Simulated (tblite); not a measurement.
Task: Write Cartesian coordinates for InChI=1S/C6H9O/c1-7-5-6-3-2-4-6/h2,5H,3-4H2,1H3 as optimised with GFN2-xTB. (Doublet state.)

Result: 
```
atom  x, y, z in Å
C1     2.9555   -0.3177    0.5699
O2     1.5824   -0.5157    0.7886
C3     0.7522    0.1763   -0.0530
C4    -0.5636    0.1249    0.0503
C5    -1.5304   -0.5772    0.9739
C6    -2.6212    0.0695    0.1983
C7    -1.6881    0.7631   -0.7308
H8     3.4746   -0.9447    1.2926
H9     3.2403    0.7287    0.7297
H10    3.2478   -0.6151   -0.4439
H11    1.2349    0.7712   -0.8220
H12   -1.4501   -0.2913    2.0287
H13   -1.4921   -1.6720    0.9383
H14   -3.6871   -0.0156    0.2258
H15   -1.7524    0.4655   -1.7847
H16   -1.7104    1.8592   -0.7056
```

Orientation and origin are arbitrary. Atoms count from 1 in this order. The 4-membered ring C4–C5–C6–C7 has internal angles of 87.0° to 93.9°; it is planar, 0.00 Å rms from its mean plane, widest ring torsion 0°. C6 (carbon bonded to 2 C and H) is planar (angles 133.1°, 132.7° and 93.9°, sum 359.7°, 0.04 Å off the plane of its three neighbours). The C–O distances run from 1.370 Å (O2–C3, drawn single) to 1.404 Å (C1–O2, drawn single), a spread of 0.034 Å. The 7 heavy atoms lie in one plane (0.013 Å rms).

Bonds between heavy atoms (Å): C1–O2 1.404, O2–C3 1.370, C3=C4 1.321, C4–C5 1.510, C5–C6 1.487, C6–C7 1.488, C4–C7 1.511.

Structure optimised with GFN2-xTB, isolated species. This method treats the open shell by occupation alone, without spin polarisation.

Point group: near Cs, missed by 0.11 Å at most; the miss may be what the optimiser left on a soft mode. Its GFN2-xTB frequencies are all real (lowest 38 cm⁻¹). Torsions: C1–O2–C3–C4 -178°.

On Arm Neoverse V1, one thread, no GPU, shared host with 32 logical CPUs at a one-minute load of 27, this took 0.44 s. These figures are those of the optimisation.

One conformer stands for the species.

These are computed values.
